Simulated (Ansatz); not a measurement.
Process, species as SMILES: C[C@@H]1CC[C@H](C)C1 -> C[C]1CC[C@@H](C)C1 + H atom (the C-H bond at the site shown breaks; other sites are not compared here)
Geometries: B3LYP-D3(BJ)/def2-TZVP minima from Ansatz (an electronic-structure program), one conformer each, not searched for the lowest. Frequencies are from Ansatz.
Geometry of the first species:
```xyz
21

C     -2.4987    -0.2215    -0.7192
C     -1.2281    -0.2950     0.1148
C     -0.7856     1.0596     0.7109
C      0.7580     0.9988     0.8234
C      1.1767    -0.3852     0.2781
C      2.5492    -0.4045    -0.3787
C      0.0152    -0.7680    -0.6434
H     -2.7713    -1.2007    -1.1193
H     -2.3656     0.4602    -1.5638
H     -3.3422     0.1427    -0.1281
H     -1.3959    -0.9952     0.9413
H     -1.2701     1.2543     1.6687
H     -1.0856     1.8675     0.0388
H      1.1110     1.1503     1.8444
H      1.2146     1.7837     0.2153
H      1.1821    -1.0953     1.1129
H      3.3304    -0.1029     0.3229
H      2.5796     0.2850    -1.2268
H      2.8012    -1.4010    -0.7485
H      0.0997    -0.2201    -1.5902
H     -0.0082    -1.8333    -0.8833
```
Charge 0, spin multiplicity 1.

Quantity: bond dissociation energy (enthalpy at 298 K, with B3LYP-D3(BJ) rigid-rotor harmonic-oscillator terms), in eV. Correlated levels leave the core frozen unless marked. Open shells are spin-unrestricted. No spin-orbit coupling. No relativistic terms. CBS(X,Y): correlation extrapolated as X^-3; Hartree-Fock from the larger set. The bracket is a focal-point correction in the basis named.

RI-MP2/CBS(cc-pVTZ,cc-pVQZ)+[CCSD(T)-MP2]/cc-pVTZ (Ansatz) gives 4.13 eV.

Q: Another calculation gave 3.77 eV. Which level was it?
A. r2SCAN0/def2-TZVPD (Ansatz)
B. SVWN5/def2-TZVPD (Ansatz)
C. wB97M-V/def2-TZVPD (Ansatz)
D. B97M-V/def2-TZVPD (Ansatz)

A: A, r2SCAN0/def2-TZVPD (Ansatz). The others give 4.26 (SVWN5), 4.04 (wB97M-V), 3.91 (B97M-V) eV.
